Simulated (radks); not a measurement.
Values are calculated unless marked as measured or tabulated.
Spin polarisation of the 4p1 shell in the selenium ion Se3+. Start: [Ar] 3d10 4s2 4p(up 0.5, down 0.5); electrons of 4p are moved from spin down to spin up, other shells keep equal spins. Level of theory: scalar-relativistic Kohn-Sham, PBEsol, spin-polarised, spherical densities, finite nucleus; Fermi nuclear charge, rms radius of each element as measured or else 0.836 A^(1/3) + 0.57 fm (a radial shooting solver on a logarithmic mesh with Libxc functionals).

moment (Bohr magnetons),E - E(0) (eV),e(4p up) (eV),e(4p down) (eV),4s down minus up (eV),3d down minus up (eV)
0,0.000,-36.452,-36.452,0.000,0.000
0.25,-0.022,-36.620,-36.272,0.337,0.041
0.5,-0.087,-36.779,-36.081,0.675,0.083
0.75,-0.196,-36.928,-35.877,1.017,0.125
1,-0.350,-37.068,-35.660,1.363,0.167

At moment 1 the spin-polarisation energy is -0.350 eV and the 4p exchange splitting 1.408 eV, that is 1.408 eV per Bohr magneton; E = -I m^2/4 would give I = 1.399 eV.
